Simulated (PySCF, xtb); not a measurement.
Cl3Se, charge +1. Atoms are numbered in the order given.

```xyz
4

Se     0.0000     0.0000     0.5723
Cl     1.6255    -0.9385    -0.3815
Cl    -1.6255    -0.9385    -0.3815
Cl     0.0000     1.8770    -0.3815
```
Charge +1, spin multiplicity 1.

The structure is a stationary point at ωB97X-D3(BJ)/def2-SVP. The multiplicity is an assumed one; other spin states were not compared. The isomer is the one that the SMILES or the coordinates give; other isomers of the formula were not compared.

These are C-PCM-B3LYP/def2-SVP (PySCF) values and carry that method's errors.

The values are the electrostatic part of the solvation free energy, E(continuum) − E(gas) at the gas-phase geometry, in a cavity of scaled van der Waals radii (PySCF's table); cavitation and dispersion terms are not included. In vacuum the orbital gap is 5.88 eV.

| solvent | ε | ΔG(elec) (kcal/mol) | gap (eV) |
|---|---|---|---|
| water | 78.36 | -58.0 | 5.88 |
| 1-octanol | 9.86 | -52.8 | 5.88 |
| benzene | 2.27 | ? | ? |

### Question
Complete the blanks. (The exact figures need the calculation; the answer reports its results.)

### Answer

- benzene, ΔG(elec) (kcal/mol): -32.7
- benzene, gap (eV): 5.88

For comparison, GFN2-xTB/ALPB(water) (xtb, at the GFN2-xTB geometry, all terms of that model) gives -51.6 kcal/mol.
